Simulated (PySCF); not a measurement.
## Relaxation of singlet IO₂Cl

These are results of PBE0/[I def2-TZVP with ECP28, O def2-TZVP, Cl def2-TZVP], scalar-relativistic core potentials, density fitting, no spin–orbit coupling, PySCF, not measurements. A (50,194) grid was used.

A start displaced from a saddle point along its imaginary mode, of Cs symmetry, held to at least that symmetry:

```xyz
4
charge 0 multiplicity 1, angstrom
I    -0.3003    0.0000    0.0424
O    -1.3526    1.4269   -0.1200
O    -1.3526   -1.4269   -0.1200
Cl    2.3272    0.0000   -0.0440
```

Optimiser trace:
```tsv
step	E − E(last) (kJ/mol)	largest gradient (Eh/bohr)
0	142.51	0.03643
1	88.71	0.02609
2	68.85	0.06262
3	28.62	0.02626
4	5.23	0.01125
5	0.64	0.00843
6	0.02	0.00084
7	0.00	0.00050
8	0.00	0.00008
```

It ends at Cs with I–Cl 2.367 Å, I–O 1.757 Å (×2); Cl–I–O 102.3° (×2), O–I–O 108.1° (after a last refinement on a finer grid). A frequency run shows a minimum. Other isomers or separated fragments may lie lower.

The relaxation took about 3 core-minutes on a shared host.
